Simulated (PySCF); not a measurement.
A PySCF script (with the pyscf-properties extension) for the NMR shieldings of `CC1=C[C@H]1B(Cl)Cl`, C4H5BCl2, on a PBE0-D3(BJ)/def2-SVP geometry:

```python
import basis_set_exchange as bse
import numpy as np
from pyscf import gto, dft
from pyscf.prop import nmr

atoms = """
C    -1.599010    0.191413    0.896844
C    -0.376603   -0.618262    0.872058
C     0.333110   -1.650604    0.580932
C     1.096906   -0.532731    1.286688
B     2.054208    0.385897    0.502645
Cl    3.422402    1.154633    1.290330
Cl    1.788682    0.714526   -1.206464
H    -2.439585   -0.336958    0.425452
H    -1.873145    0.447368    1.932624
H    -1.429893    1.140079    0.362370
H     0.471989   -2.634362    0.143534
H     1.329938   -0.669908    2.355823
"""
names = dict.fromkeys(["C", "B", "Cl", "H"], "pcSseg-2")
basis = {el: gto.basis.parse(bse.get_basis(n, elements=[el], fmt="nwchem")) for el, n in names.items()}
mol = gto.M(atom=atoms, basis=basis, charge=0, verbose=0)
mf = dft.RKS(mol, xc="GGA_XC_KT3")
mf.grids.level = 2
mf.grids.alignment = dft.numint.BLKSIZE   # the property module wants whole blocks of grid points
mf.conv_tol = 1e-9
mf.kernel()

calc = nmr.RKS(mf)   # GIAO
sigma = calc.kernel()   # uncoupled for a functional without exact exchange
for i, s in enumerate(sigma):   # ppm
    print("%2d %-2s %9.2f" % (i, mol.atom_pure_symbol(i), np.trace(s) / 3))
```

Question: Give the expected output.

Answer: 
```
 0 C     166.48
 1 C      66.37
 2 C      84.98
 3 C     154.10
 4 B      39.79
 5 Cl    687.37
 6 Cl    718.10
 7 H      28.93
 8 H      29.28
 9 H      29.16
10 H      25.18
11 H      29.62
```

These numbers come from an equivalent density-fitted implementation of the same equations, which agrees with the script to about 0.01 ppm for H and up to a few tenths of a ppm for heavy atoms, so last digits may differ.

Question: Turn these shieldings into chemical shifts. Shifts are taken against calculated references (same method and geometry level): 13C (σref 181.31) and 1H (σref 31.35) against TMS; 11B (σref 98.64) vs BF3·OEt2; 35Cl (σref 937.43) against HCl.

Answer: Averaging equivalent atoms: C 1: 114.9; C 2: 96.3; C 3: 27.2; C 0: 14.8; B 4: 58.9; Cl 5/6: 235; H 10: 6.18; H 7/8/9: 2.23; H 11: 1.73 ppm. 

Size and cost of the density-fitted run: 336 basis functions, 76 s wall time on 1 thread of an Arm Neoverse V1, shared host; peak memory 1.1 GiB.
